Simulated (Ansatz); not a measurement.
Molecule: C₂H₅BCl, net charge 0, doublet state. It need not be the lowest isomer of its formula. SMILES: ClB([CH2])C
Coordinates optimised at B3LYP-D3(BJ)/def2-TZVP (Ansatz, a quantum-chemistry and plane-wave program):
```
B
C 1 1.5230
H 2 1.0840 1 122.95
H 2 1.0853 3 115.02 1 -180.00
C 1 1.5619 2 125.12 3 180.00
H 5 1.0910 1 113.26 2 0.00
H 5 1.0946 6 108.33 1 122.96
H 5 1.0946 6 108.33 7 114.07
Cl 1 1.7860 2 116.82 3 0.00
```
Charge 0, spin multiplicity 2.

Property: atomisation energy (electronic, to ground-state atoms), in eV. Valence correlation only, unless marked. Open shells are spin-unrestricted. No spin-orbit coupling. No relativistic terms. The coupled-cluster limit lacks core correlation, which all-electron functionals hold. Basis-set limits of correlation are two-point, X^-3; Hartree-Fock from the larger set. [CCSD(T)-MP2]/basis is that difference in the basis named.

```tsv
level	program	atomisation energy (eV)
HF/aug-cc-pV(Q+d)Z	Ansatz	27.57
PBE/def2-TZVPD	Ansatz	35.83
r2SCAN/def2-TZVPD	Ansatz	35.61
RI-MP2/aug-cc-pV(T+d)Z	Ansatz	34.97
SCS-MP2/cc-pV(D+d)Z	Ansatz	32.92
```

Estimate the value at RI-MP2/CBS(aug-cc-pV(T+d)Z,aug-cc-pV(Q+d)Z)+[CCSD(T)-MP2]/aug-cc-pV(T+d)Z as computed with Ansatz.

35.10 eV
